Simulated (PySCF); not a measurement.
**Molecular orbitals of CsF⁻**

UHF at R = 2.549 Å; PySCF, scalar-relativistic core potentials, basis sets Cs def2-SVPD with ECP46, F def2-SVPD. State: ²Σ⁺ (doublet), unpaired electrons σ ↑. Only the outer orbitals are listed, counted within each symmetry, core potentials removing the inner ones.

```csv
spin,orbital,occ.,ε (eV),on Cs (%),main shells (%)
α,1π,1,-14.56,100,100 Cs p
α,1π,1,-14.56,100,100 Cs p
α,4σ,1,-14.33,93,93 Cs p
α,2π,1,-8.37,1,99 F p
α,2π,1,-8.37,1,99 F p
α,5σ,1,-8.26,9,91 F p
α,6σ,1,-0.17,100,"67 Cs s, 33 Cs p"
α,3π,0,1.62,100,100 Cs p
α,3π,0,1.62,100,100 Cs p
α,7σ,0,1.80,100,"89 Cs p, 10 Cs s"
β,1π,1,-14.55,100,100 Cs p
β,1π,1,-14.55,100,100 Cs p
β,4σ,1,-14.31,93,93 Cs p
β,2π,1,-8.37,1,99 F p
β,2π,1,-8.37,1,99 F p
β,5σ,1,-8.25,9,91 F p
β,3π,0,1.67,100,100 Cs p
β,3π,0,1.67,100,100 Cs p
β,6σ,0,1.78,100,100 Cs p
```

Task: Which are the highest filled and the lowest empty level, where do they sit, and how wide is the gap?

Result: Highest filled α 6σ at -0.17 eV (in %: 67 Cs s, 33 Cs p); lowest empty α 3π at 1.62 eV (in %: 100 Cs p); the gap at UHF is 1.79 eV. An empty level above zero is unbound, and its energy depends on the basis.

```
bond order (Mayer)                                                                                                : -0.04
⟨S²⟩                                                                                                              : 0.750
charge on Cs (Mulliken, basis-dependent)                                                                          : -0.07
charge on Cs (Löwdin, basis-dependent)                                                                            : 0.02
dipole moment (positive dipole points towards F; it is taken about the centre of mass and depends on that origin) : 3.04 D
```

Spin–orbit coupling is left out. The state was picked by a PBE0 search and need not be the measured ground state.
